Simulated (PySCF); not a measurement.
## Electron correlation in Mn (manganese, neutral)

[Ar] 3d7, high-spin 4F determinant (an excited configuration). Computed with PySCF 2.14 in x2c-TZVPPall, with scalar relativity by spin-free X2C-1e. Frozen: [Ar]; 7 electrons correlated.

```csv
level,correlation energy (mhartree)
CCSD,-218.68
(T),-13.74
CCSD(T),-232.42
```

Diagnostics: T1 = 0.050, D1 = 0.0849, largest double amplitude 0.052.

T1 exceeds 0.03, a sign that the reference determinant is poor.

Cost of the coupled-cluster step: about 8 core-seconds, for 7 correlated electrons.

Iterations:

```
CC2 = 0
CCSD nocc = (np.int64(5), np.int64(2)), nmo = (55, 55)
frozen orbitals [[0, 1, 2, 3, 4, 5, 6, 7, 8], [0, 1, 2, 3, 4, 5, 6, 7, 8]]
max_cycle = 100
direct = 0
conv_tol = 1e-08
conv_tol_normt = 1e-06
diis_space = 8
diis_start_cycle = 0
Init t2, MP2 energy = -0.232120753615051
Init E_corr(UCCSD) = -0.232120753615136
cycle = 1  E_corr(UCCSD) = -0.201968655558256  dE = 0.0301520981  norm(t1,t2) = 0.132517
cycle = 2  E_corr(UCCSD) = -0.217637945089023  dE = -0.0156692895  norm(t1,t2) = 0.0729506
cycle = 3  E_corr(UCCSD) = -0.214755569782329  dE = 0.00288237531  norm(t1,t2) = 0.0534635
cycle = 4  E_corr(UCCSD) = -0.217368615222651  dE = -0.00261304544  norm(t1,t2) = 0.0221327
cycle = 5  E_corr(UCCSD) = -0.218490432713101  dE = -0.00112181749  norm(t1,t2) = 0.00660867
cycle = 6  E_corr(UCCSD) = -0.218409698988991  dE = 8.07337241e-05  norm(t1,t2) = 0.0041382
cycle = 7  E_corr(UCCSD) = -0.218441404569398  dE = -3.17055804e-05  norm(t1,t2) = 0.00297037
cycle = 8  E_corr(UCCSD) = -0.218655275051986  dE = -0.000213870483  norm(t1,t2) = 0.00208108
cycle = 9  E_corr(UCCSD) = -0.218658426882076  dE = -3.15183009e-06  norm(t1,t2) = 0.00124353
cycle = 10  E_corr(UCCSD) = -0.218679080426428  dE = -2.06535444e-05  norm(t1,t2) = 0.000969188
cycle = 11  E_corr(UCCSD) = -0.218678724089059  dE = 3.56337368e-07  norm(t1,t2) = 0.00058071
cycle = 12  E_corr(UCCSD) = -0.218681235662035  dE = -2.51157298e-06  norm(t1,t2) = 0.000275443
cycle = 13  E_corr(UCCSD) = -0.21867954624428  dE = 1.68941775e-06  norm(t1,t2) = 0.000357078
cycle = 14  E_corr(UCCSD) = -0.218689210837473  dE = -9.66459319e-06  norm(t1,t2) = 0.00022256
cycle = 15  E_corr(UCCSD) = -0.218685052709554  dE = 4.15812792e-06  norm(t1,t2) = 8.91336e-05
cycle = 16  E_corr(UCCSD) = -0.218684677240825  dE = 3.75468728e-07  norm(t1,t2) = 4.18565e-05
cycle = 17  E_corr(UCCSD) = -0.218683623599429  dE = 1.0536414e-06  norm(t1,t2) = 2.05951e-05
cycle = 18  E_corr(UCCSD) = -0.218682892299428  dE = 7.313e-07  norm(t1,t2) = 1.06472e-05
cycle = 19  E_corr(UCCSD) = -0.218682660992203  dE = 2.31307225e-07  norm(t1,t2) = 7.14182e-06
cycle = 20  E_corr(UCCSD) = -0.21868258679299  dE = 7.41992133e-08  norm(t1,t2) = 4.10896e-06
cycle = 21  E_corr(UCCSD) = -0.218682563698901  dE = 2.30940883e-08  norm(t1,t2) = 2.70997e-06
cycle = 22  E_corr(UCCSD) = -0.21868253310353  dE = 3.05953718e-08  norm(t1,t2) = 2.42501e-06
cycle = 23  E_corr(UCCSD) = -0.218682538074824  dE = -4.9712946e-09  norm(t1,t2) = 2.76214e-06
cycle = 24  E_corr(UCCSD) = -0.21868252690045  dE = 1.1174374e-08  norm(t1,t2) = 2.64469e-06
cycle = 25  E_corr(UCCSD) = -0.218682530797572  dE = -3.89712165e-09  norm(t1,t2) = 2.61323e-06
cycle = 26  E_corr(UCCSD) = -0.218682421371352  dE = 1.0942622e-07  norm(t1,t2) = 2.28692e-06
cycle = 27  E_corr(UCCSD) = -0.218682377606474  dE = 4.37648776e-08  norm(t1,t2) = 1.9196e-06
cycle = 28  E_corr(UCCSD) = -0.218682356803587  dE = 2.08028865e-08  norm(t1,t2) = 9.92731e-07
cycle = 29  E_corr(UCCSD) = -0.218682369223838  dE = -1.24202503e-08  norm(t1,t2) = 4.68203e-07
cycle = 30  E_corr(UCCSD) = -0.218682384587395  dE = -1.53635573e-08  norm(t1,t2) = 3.43067e-07
cycle = 31  E_corr(UCCSD) = -0.218682382747865  dE = 1.83953017e-09  norm(t1,t2) = 3.55715e-07
UCCSD converged
E(UCCSD) = -1157.257899569967  E_corr = -0.218682382747865
UCCSD(T) correction = -0.0137446113179421
```
